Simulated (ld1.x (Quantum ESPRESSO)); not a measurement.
## Varying the PAW potential for tellurium (Te)

Base potential:

ld1.x (Quantum ESPRESSO) 7.5 input, shortened:

```
&input
   title='Te', zed=52., rel=1, dft='BP', iswitch=3,
   config='[Kr] 4d10 5s2 5p4 5d-2'
 /
 &inputp
   pseudotype=3, lpaw=.true., tm=.true., lloc=-1, rcloc=1.70,
   nlcc=.false.,
   which_augfun='PSQ', rmatch_augfun_nc=.true.
 /
6
5S  1  0   2.00   0.00  1.70  2.05  0.0
5S  1  0   0.00   0.80  1.70  2.05  0.0
5P  2  1   4.00   0.00  1.60  2.05  0.0
5P  2  1   0.00   0.10  1.60  2.05  0.0
5D  3  2  -2.00   0.05  1.80  2.15  0.0
5D  3  2  -2.00   1.25  1.80  2.15  0.0
 &test
   configts(1)='5s2 5p4'
 /
```

All-electron outer shells of the reference configuration (BP86, scalar-relativistic, ld1.x):

```csv
shell,level (eV),outermost node (bohr),outermost maximum (bohr)
4p,-114.48,0.38,0.74
4d,-41.73,0.36,0.81
5s,-15.25,0.91,1.80
5p,-6.07,1.00,2.17
```

Cutoffs, loose and tight: the cutoffs (Ry, on a coarse ladder) from which the occupation-weighted sum of valence levels, in a spherical-Bessel basis at the reference potential, stays within 10 and 1 mRy of its value at 400 Ry. They do not see the model core or the augmentation charge, which bear on the density cutoff. Test errors are all-electron minus pseudo excitation energies from the reference, over the configurations 5s2 5p3; 5s2 5p2; 5s2 5p1; 5s2 5p4.3; 5s0 5p6; 5s2 5p0; 5s2 5p3.5. A dash means not determined; rows that change the core or the reference have their own tests. The largest error is taken over the tests solved by every variant that gives reliable tests at all: 5s2 5p1; 5s2 5p2; 5s2 5p3; 5s2 5p4.3.

A true bound ghost makes a file unfit for plane-wave use even where its test errors are small: the radial tests pick states by their node count and pass the ghost by.

The default core radius of the base comes out at 1.51 bohr.

```csv
change,outcome,"cutoff, loose","cutoff, tight",bound ghosts,largest test error (meV)
base,generated,6 Ry,18 Ry,d,-10
core correction a·sin(br)/r model core inside 0.86 bohr,generated,6 Ry,18 Ry,d,-121
core correction a·sin(br)/r model core inside 1.12 bohr,generated,6 Ry,18 Ry,d,-123
core correction a·sin(br)/r model core inside 1.42 bohr,generated,6 Ry,18 Ry,d,-129
core correction a·sin(br)/r model core inside 1.68 bohr,generated,6 Ry,18 Ry,d,-136
core correction a·sin(br)/r model core inside 1.88 bohr,generated,6 Ry,18 Ry,d,-138
core correction a·sin(br)/r model core inside 2.18 bohr,generated,6 Ry,18 Ry,d,-128
```

Problem. What comes out with this change to the base: core correction a·sin(br)/r model core inside 2.44 bohr?

Solution. outcome: generated; cutoff, loose: 6 Ry; cutoff, tight: 18 Ry; bound ghosts: d; largest test error (meV): -102.
